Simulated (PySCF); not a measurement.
C5H3Br, SMILES C(=C)=C(Br)C#C. Geometry optimised at PBE-D3(BJ)/def2-SVP. This is a generated structure with no PubChem entry under its InChIKey; it may be hypothetical.

Computed equilibrium geometry at PBE-D3(BJ)/def2-SVP (PySCF confirms it by a frequency run) as Cartesian coordinates in Å, and its point group:
point group Cs.
```xyz
9

C      2.7030    -1.2264     0.0000
C      1.5104    -0.9416     0.0000
C      0.1382    -0.5931     0.0000
Br    -0.2480     1.3087     0.0000
C     -0.8771    -1.4445     0.0000
C     -1.8802    -2.2929     0.0000
H      3.7536    -1.4812     0.0000
H     -2.3201    -2.6652     0.9429
H     -2.3201    -2.6652    -0.9429
```
Charge 0, spin multiplicity 1.
